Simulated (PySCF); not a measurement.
# Silicon: a sound run and one with changed settings

Sound run: Si⁺ [Ne] 3s2 3p1, Si²⁺ [Ne] 3s2. Calculation: PySCF 2.14, in pcseg-2; the non-relativistic Hamiltonian (point nucleus). In the sound run the correlated levels freeze [Ne]. The sound run starts from symmetry-adapted Hartree-Fock orbitals and uses a fine grid where one is needed.

A second run was set up differently.

```
species   method  sound run (hartree)  changed run (hartree)  converged
    Si⁺      UHF           -288.56755             -285.32969        yes
    Si⁺    B3LYP           -289.10116             -285.77878        yes
    Si⁺     MN15           -288.98041             -284.91159        yes
    Si⁺      MP2           -288.60705             -285.34477        yes
    Si⁺  CCSD(T)           -288.62400             -285.35653        yes
   Si²⁺      UHF           -287.98691             -284.79851        yes
   Si²⁺    B3LYP           -288.49848             -285.21461        yes
   Si²⁺     MN15           -288.38553             -284.35809        yes
   Si²⁺      MP2           -288.01819             -284.82189        yes
   Si²⁺  CCSD(T)           -288.03115             -284.83875        yes
```

Ionisation energy of Si⁺:

```
 method  sound run (eV)  changed run (eV)
    UHF          15.800            14.454
  B3LYP          16.400            15.352
   MN15          16.187            15.061
    MP2          16.024            14.228
SCS-MP2          16.012            14.183
   CCSD          16.108            14.089
CCSD(T)          16.132            14.089
```

Problem. What was changed?
A. minimal basis
B. too few SCF iterations
C. a valence shell is frozen
D. level shift left on

Solution. A. It used basis STO-3G. A minimal basis cannot let orbitals breathe on ionisation and holds almost no correlation.
